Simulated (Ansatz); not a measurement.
Total energies of Zn12H30Se12 from Ansatz at PBE0-D4/def2-SVP, gas phase (1 Eh = 27.2114 eV = 2625.5 kJ/mol). The reference geometry is relaxed at PBE-D4/def2-SVP.

Cartesian coordinates in Å:
```
Zn 2.643 0.942 -3.988
Se 1.807 -2.828 -3.645
Zn 1.824 2.522 -2.046
Se -0.152 3.967 -2.330
Se 1.346 0.059 -1.983
Zn -1.108 0.287 -2.281
Zn 0.315 -3.922 -1.721
Se -1.605 -2.263 -1.698
Zn -1.298 3.440 -0.213
Se -2.024 1.039 -0.108
Zn -3.845 2.793 -0.319
Zn -3.072 -2.901 0.269
Se -4.758 -0.833 0.368
Se 3.343 3.243 -0.248
Zn 2.614 -0.473 0.092
Se 1.589 -2.908 0.236
Zn 1.844 2.812 1.652
Se -0.135 4.277 1.784
Se 1.240 0.400 1.979
Zn -1.213 0.648 2.213
Zn 0.379 -3.586 2.375
Se -1.563 -1.979 2.109
Zn 2.551 1.534 3.836
Se 2.020 -2.199 3.954
H 0.787 1.308 -5.393
H 3.283 0.071 -5.106
H 0.748 -2.071 -4.355
H 1.611 -4.011 -4.541
H 2.706 2.578 -3.563
H 0.257 1.215 -4.831
H -0.895 2.877 -3.038
H -1.643 0.858 -3.655
H 0.153 -5.463 -1.927
H -2.418 -2.913 -2.758
H -2.888 4.187 -0.246
H -5.325 2.499 -0.701
H -4.353 2.891 1.953
H -3.829 -4.265 0.378
H -4.787 -0.402 -1.049
H -5.961 -1.704 0.169
H 3.909 1.858 -0.135
H 4.359 0.599 2.464
H 4.176 -0.244 0.186
H 2.680 -3.912 0.306
H 2.792 3.045 3.113
H -0.851 3.281 2.646
H -3.667 2.567 2.124
H -1.877 1.489 3.374
H 0.223 -5.066 2.855
H -2.382 -2.452 3.254
H 4.643 0.755 3.171
H 2.723 0.970 5.277
H 2.015 -3.252 5.019
H 1.068 -1.362 4.721
```

```json
{"state": "charge 0 singlet", "geometry": "reference", "energy (Eh)": "-50177.08309"}
{"state": "charge 1 doublet", "geometry": "reference", "energy (Eh)": "-50176.79437"}
{"state": "charge -1 doublet", "geometry": "reference", "energy (Eh)": "-50177.09408"}
{"state": "free Zn atom (singlet)", "geometry": "–", "energy (Eh)": "-1778.88088"}
{"state": "free Se atom (triplet)", "geometry": "–", "energy (Eh)": "-2400.91098"}
{"state": "free H atom (doublet)", "geometry": "–", "energy (Eh)": "-0.50029"}
```

Single mean-field runs in def2-SVP are fitted with def2-universal-jkfit.

(1) Work out the vertical ionisation energy to the doublet.

(2) Work out the vertical electron affinity, to the doublet.

(3) Give the fundamental gap IE − EA, the Mulliken electronegativity (IE + EA)/2 and the hardness (IE − EA)/2.

(4) What is the binding energy per atom against free atoms?

(1) E(charge 1 doublet) − E(charge 0 singlet) = -50176.79437 − (-50177.08309) = 0.28872 Eh = 7.86 eV. For comparison, −ε of the highest occupied level is 6.77 eV at this level, 1.09 eV less.

(2) E(charge 0 singlet) − E(charge -1 doublet) = -50177.08309 − (-50177.09408) = 0.01099 Eh = 0.30 eV. The basis lacks diffuse functions, which makes affinities too small.

(3) From the values in Eh: IE − EA = 0.28872 − 0.01099 = 0.27773 Eh = 7.56 eV; (IE + EA)/2 = 4.08 eV; (IE − EA)/2 = 3.78 eV. The HOMO–LUMO gap of the same run is 5.59 eV, 1.97 eV smaller than the fundamental gap.

(4) Atoms: 12 × (-1778.88088) + 12 × (-2400.91098) + 30 × (-0.50029) = -50172.51102 Eh. Binding: -50172.51102 − (-50177.08309) = 4.57207 Eh = 124.41 eV, or 2.30 eV for each of 54 atoms (no zero-point energy, no counterpoise term).

At PBE0-D4/def2-SVP the highest occupied level of the charge -1 doublet lies above zero (up to 0.72 eV). By energy differences its removal costs 0.30 eV (vertical, to the charge 0 singlet, at PBE0-D4/def2-SVP); self-interaction error and the lack of diffuse functions both raise the level.
